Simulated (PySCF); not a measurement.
Electron correlation in Tl (thallium, neutral)

[Xe] 4f14 5d10 6s2 6p1, 2P determinant. Computed with PySCF 2.14 in ANO-RCC-VTZP (8s7p5d3f2g, 93 functions), with the spin-free X2C one-electron Hamiltonian (Gaussian nucleus). Frozen: [Xe] 4f14 5d10; 3 electrons correlated.

```
  level  correlation energy (mhartree)
   CCSD                         -34.24
    (T)                          -0.41
CCSD(T)                         -34.65
```

Diagnostics: T1 = 0.0082, D1 = 0.0194, largest double amplitude 0.065.

Spin-orbit coupling, absent here, splits the open shell strongly.

Cost of the coupled-cluster step: roughly 8 core-seconds, for 3 correlated electrons.
